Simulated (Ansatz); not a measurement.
Br₃Ti (SMILES [Br][Ti+]([Br])[Br]), charge +1, singlet, at a GFN2-xTB geometry (such geometries of metal compounds can be far from the true shape) (the multiplicity is a formal guess); BLYP/6-31G** (Ansatz, a first-principles code).

Here is a job for Ansatz.
Ansatz 0.2 input:
```yaml
crystal:
  periodic: [false, false, false]
  atoms:
    - {symbol: Ti, position_ang: [-0.40397034, 0.36329094, 0.72751382]}
    - {symbol: Br, position_ang: [-1.51088939, -1.38348014, -0.38554641]}
    - {symbol: Br, position_ang: [0.05601690, 1.77450337, -1.09245136]}
    - {symbol: Br, position_ang: [1.70879671, -0.61937754, 1.02070337]}
basis:
  gaussian:
    orbitals: 6-31G__.json
hamiltonian:
  xc: blyp
total_charge: 1
accuracy: high
```
The basis file holds 6-31G** in the JSON format of the Basis Set Exchange.

The log (banner, timings and long lists left out):

```
Functional definition: BLYP
2569 factors; integrals over basis functions are off by at most 4.2e-9 eV
mean field evaluation 1: about -233225.1851 eV, gradient 3.1e1 eV
mean field evaluation 2: about -232985.4748 eV, gradient 3.7e2 eV
mean field evaluation 4: about -233227.4054 eV, gradient 1.8e1 eV
mean field evaluation 8: about -233228.0688 eV, gradient 3.2e-1 eV
mean field evaluation 16: about -233228.0585 eV, gradient 5.9e-4 eV
mean field -233228.05846392 eV, -8570.9730608930 hartree, gradient 4.2e-8 eV, S^2 0.000000; 0 other end points of the search recorded, 0 dependent functions left out
reference -233228.05851478 eV, -8570.9730627620 hartree; 63, 63 occupied and 78, 78 virtual orbitals, 2569 factors
Total energy: -233228.05851478 eV, -8570.9730627620 hartree
```
